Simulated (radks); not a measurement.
Effect of the nuclear size on neutral oxygen, [He] 2s2 2p4. All-electron calculation, Dirac Kohn-Sham, exchange-only LDA, spin-unpolarised, spherical densities, finite nucleus; open shells are shared between the two j in proportion to 2j + 1; Fermi nuclear charge, rms radius 2.6991 fm. Program: a radial shooting solver on a logarithmic mesh with Libxc functionals. The rms radius is varied about that value; shifts are against it.

\begin{tabular}{lrrr}
rms radius (fm) & total energy shift (eV) & density at nucleus (e/bohr^3) & 1s1/2 shift (meV) \\ \hline
2.1863 & -0.000130 & 317 & -0.052 \\
2.5533 & -0.0000395 & 316.8 & -0.016 \\
2.6991 & 0 & 316.7 & 0.000 \\
2.8314 & 0.0000377 & 316.6 & 0.015 \\
3.247 & 0.000168 & 316.4 & 0.067 \\
\end{tabular}

Slopes of the eigenvalues against <r^2> in GHz/fm^2, as finite differences over the two radii next to the reference (eigenvalue slopes, not the field-shift constants of lines): 1s1/2 4.95.
